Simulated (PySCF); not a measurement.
PW91 on N (nitrogen, neutral), [He] 2s1 2p3 3d1, high-spin 6D determinant (an excited configuration). Computed with PySCF 2.14 in aug-cc-pCVTZ-DK with one added diffuse shell each of s, p, d, f type (8s7p5d3f, 75 functions), with scalar relativity by spin-free X2C-1e.

```
cycle= 1 E= -53.8970837020639  delta_E= -0.00446  |g|= 0.00645  |ddm|= 0.207
cycle= 2 E= -53.8970904593179  delta_E= -6.76e-06  |g|= 0.00196  |ddm|= 0.0141
cycle= 3 E= -53.8970919289117  delta_E= -1.47e-06  |g|= 0.000503  |ddm|= 0.00576
cycle= 4 E= -53.8970920239328  delta_E= -9.5e-08  |g|= 9.13e-06  |ddm|= 0.00118
cycle= 5 E= -53.897092024013  delta_E= -8.02e-11  |g|= 1.03e-06  |ddm|= 4.14e-05
converged SCF energy = -53.897092024013  <S^2> = 8.7500085  2S+1 = 6.0000028
```

Highest occupied orbital energy: 0.161 eV; ⟨L²⟩ = 6.00; populations by l: s 3.00, p 3.00, d 1.00, f 0.00.

(1) Can this result be used?

Results:

(1) Not for this state. The calculation finished and met its thresholds. The outer electron is Rydberg-like, and this basis confines it to a smaller radius and binds it less than a complete one would. At PW91 the highest occupied level has a positive energy, so only the finite basis holds that electron; for this excited configuration the basis is too tight for the outer shell.
